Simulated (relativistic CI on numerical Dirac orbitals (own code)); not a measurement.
**Pd: calculation against measurement**

Calculated at this level of theory: Dirac-Coulomb-Breit CI, KLI orbitals optimised for each configuration, a model potential for QED, valence Slater integrals scaled by 0.85, configuration energies shifted to the measured levels that pair with them (semi-empirical) (own radial code, finite nucleus).

CI space (outside the closed core [Kr]): 4d10, 4d9.5s, 4d8.5s2, 4d9.5p, 4d9.6s, 4d9.6p, 4d9.5d, 4d8.5s.5p, 4d9.4f, 4d9.6d, 4d9.5f, 4d9.5g, 4d9.6f, 4d9.6g, 4d8.5s.6s. Levels of other configurations are missing.

```csv
Configuration,Term (tabulated),J,Measured (cm⁻¹),Computed,Error,Purity (%)
4d10,1S,0,0.0,0,0,99
4d9.5s,2[5/2],3,6564.1,6507,-57,100
4d9.5s,2[5/2],2,7755.0,7812,57,83
4d9.5s,2[3/2],1,10094.0,9872,-222,100
4d9.5s,2[3/2],2,11721.8,12066,345,80
4d8.5s2,3F,4,25101.2,25194,93,99
4d8.5s2,3F,3,28213.8,28160,-53,100
4d8.5s2,3F,2,29711.1,29711,0,92
4d9.5p,2[3/2]°,2,34069.0,34248,179,92
4d9.5p,2[7/2]° †,3,35451.4,36014,563,59
4d9.5p,2[7/2]° †,4,35927.9,35950,22,95
4d9.5p,2[3/2]°,1,36180.7,36158,-22,84
4d9.5p,2[5/2]°,2,36976.0,37137,161,42
4d9.5p,2[5/2]°,3,37393.8,37336,-58,78
4d9.5p,2[1/2]°,0,38088.2,37814,-274,95
4d9.5p,2[5/2]°,2,38811.9,39004,192,73
4d9.5p,2[5/2]°,3,39858.4,39828,-30,49
4d9.5p,2[3/2]°,1,40368.8,40164,-204,77
4d9.5p,2[3/2]°,2,40771.5,40515,-257,52
4d9.5p,2[1/2]°,1,40838.9,41678,839,83
```

Measured levels from NIST Handbook of Basic Atomic Spectroscopic Data (Sansonetti and Martin, J. Phys. Chem. Ref. Data 34, 1559 (2005)); pairs were made by configuration, J and term (by order where the table uses no LS term), so strongly mixed levels may be paired wrongly.

Mean error by configuration (cm⁻¹): 4d9.5s 31; 4d8.5s2 13; 4d9.5p 53. Over the excited levels the mean absolute error is 179 cm⁻¹ (19 of the 19 excited levels that our extract of the source holds in range could be paired), and the median relative error of those above 1,000 cm⁻¹ is 0.51 %, both after the shifts were fitted to these levels, so that a configuration with one level shows no error. † marks terms whose computed intervals miss the measured ones by more than a factor of 2.5, or configurations far off the rest, from wrong mixing, a near crossing or a doubtful label or measurement; they are left out of the means.

Transition probabilities of persistent lines. The last column rescales the computed rate by the cube of measured over computed energy:

```tsv
λ measured (Å)	Lower	Upper	A tabulated (s⁻¹)	A computed	A rescaled
2447.91 air	4d10 1S_0	4d9.5p 2[1/2]°_1	1.11e+07	1.56e+08	1.47e+08
2476.41 air	4d10 1S_0	4d9.5p 2[3/2]°_1	1.88e+07	1.05e+07	1.07e+07
2763.09 air	4d10 1S_0	4d9.5p 2[3/2]°_1	1.69e+07	1.07e+07	1.07e+07
3242.70 air	4d9.5s 2[5/2]_3	4d9.5p 2[5/2]°_3	7.70e+07	1.37e+08	1.37e+08
3404.58 air	4d9.5s 2[5/2]_3	4d9.5p 2[7/2]°_4	1.34e+08	1.82e+08	1.80e+08
3460.74 air	4d9.5s 2[5/2]_3	4d9.5p 2[7/2]°_3	3.00e+07	3.70e+07	3.47e+07
3516.94 air	4d9.5s 2[5/2]_2	4d9.5p 2[3/2]°_1	1.03e+08	1.44e+08	1.45e+08
3609.55 air	4d9.5s 2[5/2]_2	4d9.5p 2[7/2]°_3	8.20e+07	1.21e+08	1.15e+08
```

Configurations whose levels could be paired with our table of measured levels were shifted onto them, all but the ground configuration, by the median error of their levels; single terms can still be off by 1,000 to 2,000 cm⁻¹ or more, and rates follow the energies as ν³ (E1, M1) or ν⁵ (E2). The others borrow a shift and can be off by several thousand cm⁻¹ or more. The fine structure of a lone outer electron comes out too small, for d and f at times inverted, and misplaced configurations move strength between like terms. 19 of the 19 excited levels that our extract of the measured tables holds in this range could be paired (the sources list more); they are missed by 191 cm⁻¹ on average and 839 at most, after the shifts were fitted to these levels, and levels without a partner can miss by more.

Shifts applied (cm⁻¹): 4d10 0; 4d9.5s 2230; 4d8.5s2 745; 4d9.5p 6984.
